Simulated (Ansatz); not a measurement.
```xyz
2

C     0.0000    0.0000    0.0000
O     0.0000    0.0000    2.2600
```

Basis set: pcseg-2 (spherical functions). Charge 0, multiplicity 1.

Computed with Ansatz (development build ahead of 0.2.0); each method stands on the lowest determinant of its kind that the runs found. Restricted functionals stand beside restricted open-shell atoms, which can lie above the unrestricted atoms usual in DFT and then raise those values.

Give the atomization energy at this shape (free ground-state atoms in the same class of orbitals less the molecule, no zero-point energy) of singlet CO by PBE0 (unrestricted), PBE0 (restricted), UHF.

```json
{"method": "PBE0 (unrestricted)", "atomization energy": "0.90 eV"}
{"method": "PBE0 (restricted)", "atomization energy": "-1.02 eV"}
{"method": "UHF", "atomization energy": "0.03 eV"}
```

Caution: the shape is not the minimum. Caution for PBE0 (unrestricted), UHF: the unrestricted determinant is a mixture of spin states. Caution for PBE0 (restricted): an unrestricted determinant lies well below; the molecule lies well above its atoms at this level.
